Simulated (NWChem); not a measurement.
Species: cyclopentasilane (Si5H10); SMILES [SiH2]1[SiH2][SiH2][SiH2][SiH2]1

```xyz
15

Si     1.7214     0.9241    -0.3445
Si    -0.3423     1.9472     0.1939
Si    -1.9783     0.2362     0.0172
Si    -0.7944    -1.8054    -0.2263
Si     1.4429    -1.3135     0.3588
H      1.9130     0.9487    -1.8246
H      2.8908     1.6047     0.2816
H     -0.6487     3.1138    -0.6827
H     -0.2962     2.4378     1.6025
H     -2.8732     0.4678    -1.1532
H     -2.8330     0.2097     1.2393
H     -0.8428    -2.2314    -1.6558
H     -1.3801    -2.9034     0.5951
H      1.5920    -1.3810     1.8425
H      2.4278    -2.2552    -0.2460
```
Atoms are numbered in this order, from 1.

Results from NWChem. Pople sets run with spherical d functions. Structure relaxed at the B3LYP/6-31G* (spherical d) level. Absolute isotropic GIAO shieldings of the Si sites, static isolated molecule.

```csv
row,"σ, Hartree-Fock/6-31G* (ppm)","σ, PBE/pcSseg-1 (ppm)"
Si5,525.4,443.4
Si1,525.5,443.5
Si4,527.8,withheld
Si2,528.5,446.5
Si3,530.9,449.0
```

**Question.** Fit a straight line of the last column on the one before it, predict the withheld value, and compare with the run.

**Answer.** 
1. Means of the 4 shown rows: x = 527.58, y = 445.60. Slope Σ(x − x̄)(y − ȳ)/Σ(x − x̄)² = 21.28/20.95 = 1.016; intercept -90.42.
2. The shown rows scatter about the line by 0.02 (root mean square); the largest residual is 0.0, at Si2.
3. At x = 527.8 (Si4; inside the shown range) the line gives 445.8.
4. The run gives 445.8, 0.0 from the line.
